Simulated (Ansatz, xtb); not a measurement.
BClH4OSn: which of two structures lies lower

Structure I is `ClB[O][SnH3]`, a singlet and structure II is a singlet given by its coordinates. Both are isolated molecules in the gas phase, relaxed with r2SCAN-D4/def2-SVP; the shapes shown needn't be the lowest conformers.

I (Å):

```xyz
8

B    -1.4700   -2.9339   -1.5049
Cl   -1.7897   -3.2056    0.2536
O    -1.2797   -1.7096   -1.9706
Sn   -1.3183   -0.0227   -0.8184
H    -1.4421   -3.9135   -2.2075
H    -0.0602   -0.1719    0.3208
H    -2.8824    0.0861   -0.1515
H    -1.0106    1.1553   -2.0131
```

II (Å):

```yaml
atoms:
  - { symbol: B, position_ang: [-0.4259, -1.1442, -2.2883] }
  - { symbol: Cl, position_ang: [-1.9326, -2.4126, 1.5159] }
  - { symbol: O, position_ang: [-1.0743, -1.2945, -1.1012] }
  - { symbol: Sn, position_ang: [-2.6915, -0.3140, 0.4513] }
  - { symbol: H, position_ang: [-0.9195, -2.1073, -0.5724] }
  - { symbol: H, position_ang: [0.3259, -2.0108, -2.6595] }
  - { symbol: H, position_ang: [-0.6490, -0.1310, -2.8993] }
  - { symbol: H, position_ang: [-3.9202, -1.1589, -0.5352] }
```

Close contacts (Å): B1–O3 1.36, Cl2–Sn4 2.47, O3–Sn4 2.45, B1–H6 1.21, B1–H7 1.20, O3–H5 0.98, Sn4–H8 1.79.

Q: Estimate E(II) − E(I) at the level CCSD(T)/def2-SVP + ΔMP2/def2-TZVPP.

A: Calculated at CCSD(T)/def2-SVP + ΔMP2/def2-TZVPP: E(II) − E(I) = +2.5 kcal/mol, so structure I lies lower.

Level by level:

| level | geometry | E(II) − E(I) (kcal/mol) | departure from the last row (kcal/mol) | job, with rough time for the two |
| --- | --- | --- | --- | --- |
| r2SCAN-D4/def2-SVP | r2SCAN-D4/def2-SVP | +2.9 | +0.4 | optimisation, 3.1 min |
| HF/def2-SVP | r2SCAN-D4/def2-SVP | +0.1 | −2.4 | part of the CCSD(T) run |
| MP2/def2-SVP | r2SCAN-D4/def2-SVP | +9.1 | +6.6 | part of the CCSD(T) run |
| CCSD(T)/def2-SVP | r2SCAN-D4/def2-SVP | +6.5 | +4.0 | single point |
| CCSD(T)/def2-SVP + ΔMP2/def2-TZVPP | r2SCAN-D4/def2-SVP | +2.5 |  | single point, 76 s |

HF/def2-SVP finds them nearly level. The largest departure from CCSD(T)/def2-SVP + ΔMP2/def2-TZVPP is that of MP2/def2-SVP, 6.6 kcal/mol. Levels run at GFN2-xTB geometries aren't shown. The last row adds to CCSD(T) the change of the MP2 difference between the two basis sets, here −4.0 kcal/mol, a large step that makes the value less sure.

With harmonic frequencies from r2SCAN-D4/def2-SVP (ideal gas, rigid rotor, one conformer each, 400 K, 1 atm): the zero-point term adds +3.0 kcal/mol; ΔH is +6.0 and ΔG +4.2 kcal/mol.

The correlated steps freeze 11 core orbitals; the filled d shell of Sn is correlated, in a basis made for valence electrons. Atoms past krypton carry core potentials in the def2 sets and no spin–orbit term is included. Mirror images aren't counted in ΔG. Codes used: Ansatz 0.2.0; the last row on 1 thread of Intel(R) Xeon(R) Processor @ 2.50GHz (Skylake/Cascade Lake) on a shared host.
